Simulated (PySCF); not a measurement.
Compound: BH7N2OSi.
Numbering: `[NH2:1][B:2]([NH2:3])[O:4][SiH3:5]` (hydrogens: H6, H7 on N1; H8, H9 on N3; H10, H11, H12 on Si5)

Method: PBE0-D3(BJ)/def2-SVP geometry optimisation, gas phase (PySCF 2.14.0).

(1) List the bond lengths, angles and torsions at this level.

Results:

(1) 
```tsv
bond	length (Å)
N1–B2, B2–N3	1.418
B2–O4	1.389
O4–Si5	1.650
N1–H6 and 3 like bonds	1.009
Si5–H10, Si5–H12	1.492
Si5–H11	1.500
```

Bonds in one row agree within 0.01 Å and their mean is given. A selection of angles:
```tsv
angle	degrees
B2–N1–H6	120.7
B2–N1–H7	124.6
H6–N1–H7	114.6
N1–B2–N3	122.6
N1–B2–O4	116.8
N3–B2–O4	120.6
B2–N3–H8	123.4
H8–N3–H9	113.6
B2–O4–Si5	136.5
O4–Si5–H10	108.7
O4–Si5–H11	111.3
H10–Si5–H11	108.6
H11–Si5–H12	108.2
```

Dihedral angles: N1–B2–O4–Si5 -172° (antiperiplanar). The mirror-image conformer, all signs reversed, is as good.

Of the pairs four or more bonds apart, Si5···H9 is among the closest relative to their van der Waals radii: 3.04 Å, 92 % of the sum of Bondi's values. N1 (boron-bound nitrogen) is planar (angles 124.6°, 120.7° and 114.6°, sum 359.9°, 0.02 Å off the plane of its three neighbours). B2 (three-coordinate boron) is planar (angles 122.6°, 120.6° and 116.8°, sum 360.0°, 0.00 Å off the plane of its three neighbours). Si5 (oxygen-bound silicon) is tetrahedral (angles from 108.2° to 111.3°). O4 (boron-bound oxygen) is bent (angle 136.5°).

No PBE0-D3(BJ)/def2-SVP frequencies stand behind this structure, so it isn't proved a minimum. The numbers are those of one conformer.

Hardware: an Arm Neoverse V1 with one thread, no GPU (shared host). Cost: 43 s of wall time, 0.45 GiB resident at most. This is the geometry optimisation.
